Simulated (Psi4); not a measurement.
CH2I, doublet, geometry from GFN2-xTB (all electrons, no relativity). Base run: CAM-B3LYP/STO-3G in Psi4.

Psi4 was given this input:
```
memory 2 GB

molecule {
0 2
  C    -1.76238477   -0.01833772    0.07881161
  I     0.28516808    0.00308136   -0.00770438
  H    -2.28046389    0.90745591   -0.05339585
  H    -2.25913562   -0.96074191   -0.01114158
}

set basis sto-3g
set reference uks
set scf_type pk

energy('cam-b3lyp')
print_variables()
```

Each row names what was changed in the base input (with any setting that the change needs).

```
change            basis functions       E (Eh)  dipole (D)        outcome
----------------  ---------------  -----------  ----------  -------------
base                           34  -6891.79121        1.03      converged
basis = 6-311G**                -            -           -  input refused
basis = 3-21G                  46  -6929.78779        0.80      converged
```

Totals compare only among sets that treat the same electrons; sets with core potentials leave the core out.

Open shells are given as the SCF converged; they aren't shown to be the lowest states, and a large step between rows can be another state.

- basis = 6-311G**: ended with `psi4.driver.qcdb.exceptions.BasisSetNotFound: BasisSet::construct: Unable to find a basis set for atom 2 for key BASIS among:`
